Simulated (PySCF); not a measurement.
```xyz
3
charge -1 multiplicity 1, angstrom
Rh    0.0000    0.0000    0.0000
O     0.0000    0.0000    1.7013
O     0.0000    0.0000   -1.7013
```

All numbers come from PBE0 in PySCF with Rh def2-TZVPD with ECP28, O def2-TZVPD; scalar-relativistic core potentials, no spin–orbit coupling; density-fitted integrals.

This geometry of RhO₂⁻ is a stationary point at this level.

(1) What is the point group?

(2) Is it a minimum?

(3) What are the dipole moment and the gap between the highest occupied and lowest empty levels?

(4) Give the atomic charges and bond orders.

Results:

(1) D∞h.

(2) No: it has 2 imaginary modes (one degenerate set), at 126i cm⁻¹ (πu).

(3) 0.00 D about the centre of mass and 3.05 eV.

(4) 
```tsv
atom	Mulliken	Löwdin	polar tensor	Mayer order to Rh1
Rh1	0.20	0.66	0.35	–
O2,3	-0.60	-0.83	-0.67	1.27
```
Other Mayer orders above 0.3: O–O 0.36.

This need not be the most stable arrangement of these atoms. The lowest empty level of this anion is unbound, so it and the gap depend on the basis. At this level a singlet minimum of C2v symmetry lies 3 kJ/mol below this structure.
